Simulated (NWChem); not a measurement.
**Total energies of CHCl**

```
C
H 1 1.1206
Cl 1 1.6933 2 101.82
```
Charge 0, spin multiplicity 1.

All runs are NWChem calculations. All single points use one geometry, from PBE0/def2-SVP, a minimum by its harmonic frequencies.

Basis set: def2-QZVP (157 functions).

```tsv
method	total energy (Ha)	relative cost
RHF	-497.86175	1
MP2	-498.21768	under 3
B2PLYP	-498.65496	under 3
PBE	-498.57423	under 3
B3LYP	-498.83138	under 3
BLYP	-498.80340	under 3
```

Total energies of different functionals aren't comparable as a measure of quality: only differences taken within one method are. The cost column gives rough processor time relative to RHF; each entry includes its own SCF.

The correlated methods keep 6 core orbitals frozen. B3LYP has NWChem's definition, with VWN1-RPA local correlation. The structure started from a generated list of species.
